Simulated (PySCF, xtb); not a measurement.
C2H2Cl, SMILES [CH]=CCl, multiplicity 2.

Harmonic wavenumbers (cm⁻¹) from GFN2-xTB (xtb 6.7.1) at its own minimum, in rising order: 294, 503, 568, 660, 874, 1099, 1715, 3085, 3257.

Task: What does PBE0-D3(BJ)/def2-TZVP (PySCF) give at its own minimum? (Estimate from the structure and the level; the computed values follow.)

Result: 351, 677, 698, 806, 849, 1221, 1650, 3205, 3312. Paired by order, the mean absolute difference is 99 cm⁻¹ and the zero-point energies are 17.2 and 18.3 kcal/mol.
